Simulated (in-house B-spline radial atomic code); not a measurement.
Configurations of neutral bromine, with energies counted from [Ar] 3d10 4s2 4p5. All numbers are computed (non-relativistic r2SCAN0, spin-polarised, spherical fractional occupations; point nucleus) with a B-spline radial code for spherical atoms, not measured. Shells without spins written out take the highest spin.

Caution: exact exchange at fractional occupations of open shells leaves self-interaction of up to several eV.

Occupations are held fixed; configurations that lie above the ionisation limit could autoionise.

```tsv
configuration	E - E(ref) (eV)	highest orbital	its <r> (bohr)
[Ar] 3d10 4s(1 up, 0 down) 4p6	11.594	4p down	2.131
[Ar] 3d10 4s1 4p5 5s1	20.794	5s up	5.548
[Ar] 3d10 4s(0 up, 1 down) 4p(2 up, 3 down) 5p(1 up, 0 down)	22.45	5p up	8.156
[Ar] 3d10 4s1 4p5 4d1	23.041	4d up	8.552
[Ar] 3d9 4s2 4p5 5f1	84.273	5f up	32.59
[Ne] 3s2 3p5 3d10 4s2 4p5 4f1	191.71	4f up	19.31
```

Task: Order these further configurations by energy, lowest first.
A. [Ar] 3d10 4s1 4p5 5d1
B. [Ar] 3d(5 up, 4 down) 4s2 4p(3 up, 2 down) 4f(1 up, 0 down)
C. [Ar] 3d10 4s2 4p4 5p1
D. [Ar] 3d10 4s1 4p5 4f1
E. [Ne] 3s2 3p(3 up, 2 down) 3d10 4s2 4p(2 up, 3 down) 4d(0 up, 1 down)

Result: C (9.7556 eV), A (23.619 eV), D (23.892 eV), B (84.025 eV), E (191.09 eV).

Task: How far above the reference does [Ar] 3d9 4s2 4p6 lie?

Result: 69.7 eV; its least bound orbital is 4p down with <r> = 1.98 bohr.

Task: How far above the reference does [Ar] 3d9 4s2 4p5 5p1 lie?

Result: 82.51 eV; its least bound orbital is 5p up with <r> = 7.836 bohr.
